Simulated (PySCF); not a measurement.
Zn(2+): ionisation energy

Zn(2+) [Ar] 3d10 (1S) → Zn(3+) [Ar] 3d9 (2D), as a difference of total energies. Computed with PySCF 2.14 in cc-pVDZ-DK, with scalar relativity by spin-free X2C-1e. Correlated levels: valence: [Ar] frozen. The calculations carry no spin-orbit coupling.

```json
{"method": "UHF", "ionisation energy (eV)": "37.079", "difference from reference (eV)": "-2.644"}
{"method": "MN15", "ionisation energy (eV)": "39.914", "difference from reference (eV)": "+0.191"}
{"method": "M06-L", "ionisation energy (eV)": "39.379", "difference from reference (eV)": "-0.344"}
{"method": "MP2 (valence)", "ionisation energy (eV)": "39.830", "difference from reference (eV)": "+0.107"}
{"method": "SCS-MP2 (valence)", "ionisation energy (eV)": "39.474", "difference from reference (eV)": "-0.249"}
```

Reference: 39.723 eV (measured; NIST Atomic Spectra Database, ionization energies).

The reference lies between the lowest fine-structure levels, while these numbers refer to the centres of the terms.

Errors of the correlated levels include the incompleteness of this basis and the frozen core.
